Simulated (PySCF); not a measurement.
C₂H₇ClSi, SMILES C[SiH](C)Cl.

The structure is a stationary point at r2SCAN-D4/def2-SVP.

Calculation: CAM-B3LYP/def2-TZVP (PySCF).

Gas-phase values at a fixed geometry.

### Question
Estimate the frontier levels, gap, dipole moment and polarisability. (The exact figures need the calculation; the answer reports its results.)

### Answer

The highest occupied level is -9.89 eV and the lowest empty level comes out as 1.80 eV. The orbital gap is 11.69 eV, the dipole moment is 2.15 D and the quadrupole, principal values (traceless, Buckingham form, about the centre of nuclear charge) is -1.40, -0.35, 1.76 D·Å. The mean static polarisability is 61.2 bohr³ (9.06 Å³) and the polarisability, principal values is 54.8, 61.9, 66.8 bohr³.
